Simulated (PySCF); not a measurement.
Q: Write a Z-matrix for `C=C(F)C(=O)OCC` (CH2=CFCOOEt) as optimised with GFN2-xTB.

A: 
Z-matrix in Å and degrees, rows numbered from 1:
```
C 
C   1  1.3239
F   2  1.3448  1  121.38
C   2  1.4915  1  123.71  3   179.98
O   4  1.2063  2  123.12  1     0.07
O   4  1.3252  2  111.87  1  -179.92
C   6  1.4286  4  116.68  2  -179.97
C   7  1.5162  6  108.27  4   179.80
H   1  1.0740  2  119.08  3   179.96
H   1  1.0750  2  121.79  3    -0.04
H   7  1.0957  6  108.66  4   -58.85
H   7  1.0957  6  108.68  4    58.47
H   8  1.0864  7  110.12  6   -59.93
H   8  1.0864  7  110.13  6    59.78
H   8  1.0859  7  109.63  6   179.92
```

Of the pairs four or more bonds apart, O5···H9 is among the closest relative to their van der Waals radii: 2.61 Å, 96 % of the sum of Bondi's values. The 8 heavy atoms lie in one plane (0.001 Å rms). The 3 C–C bonds span 1.324 Å (C1=C2, drawn double) to 1.516 Å (C7–C8, drawn single), a spread of 0.192 Å. The C–O distances run from 1.206 Å (C4=O5, drawn double) to 1.429 Å (O6–C7, drawn single), a spread of 0.223 Å.

The geometry is computed with GFN2-xTB (gas phase).

Point group: Cs (every atom within 0.08 Å of its image). Whether it is a minimum is left open (no frequencies). The numbers are those of one conformer (C1–C2–C4–O5 0°, C2–C4–O6–C7 180°, C4–O6–C7–C8 180°).
